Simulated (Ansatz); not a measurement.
Isolated molecules relaxed with PBE0-D4/def2-TZVP in Ansatz; ΔE leaves out vibrations. CCSD(T)/CBS adds triple-zeta CCSD(T) − MP2 to the extrapolated MP2 energy (def2 sets, frozen cores). This one scheme is used for every species, atoms too. For atomizations the MP2-based limit and the directly extrapolated one differ by several kJ/mol either way, and by 10 to 25 for some Ge, Se and Sn compounds, so smaller differences from it don't rank the levels. DFT in def2-TZVPP. B3LYP here is the variant with VWN-RPA as its local correlation; programs differ in this. Open shells (•) are unrestricted, without spin–orbit coupling. Spin–orbit coupling would lower the free atoms: a little for C, O; clearly for Ge. For Ge outer-core shells are correlated without core-valence functions, so the limit isn't a true one: a few kJ/mol of doubt a bond, and 10 to 20 or more in all where bonds break to atoms. Scalar relativity is left out up to krypton. Each species was taken in one conformer, which may not be the lowest.

Consider the atomization: `[CH3][GeH2][CH2]O` → 2 C• + Ge• + 8 H• + O•.

| level | ΔE (eV) | difference from CCSD(T)/CBS |
| --- | --- | --- |
| B3LYP-D4 | 42.83 | -0.25 |
| ωB97M-V | 42.91 | -0.17 |
| r2SCAN | 42.93 | -0.15 |
| PBE0 | 42.64 | -0.44 |
| BHLYP | 41.51 | -1.57 |
| CCSD(T)/def2-SVP | 40.71 | -2.37 |
| MP2/def2-TZVPP | 42.40 | -0.68 |
| CCSD(T)/def2-TZVPP | 42.17 | -0.91 |
| HF/def2-QZVPP | 31.32 | -11.76 |
| SCS-MP2/def2-QZVPP | 43.00 | -0.08 |
| CCSD(T)/CBS | 43.08 | 0 |

Largest T1 diagnostic among the species: 0.011.

From BLYP to BHLYP (50 % exact exchange), in def2-TZVPP and without D4, ΔE moves by −0.66 eV: exact exchange takes away binding that semilocal exchange gives to molecules. At CCSD(T), def2-SVP lies −2.37 eV from the extrapolated value and def2-TZVPP −0.91 eV: correlation converges slowly with the basis, and small sets miss more of it in the bonded molecule than in its fragments.
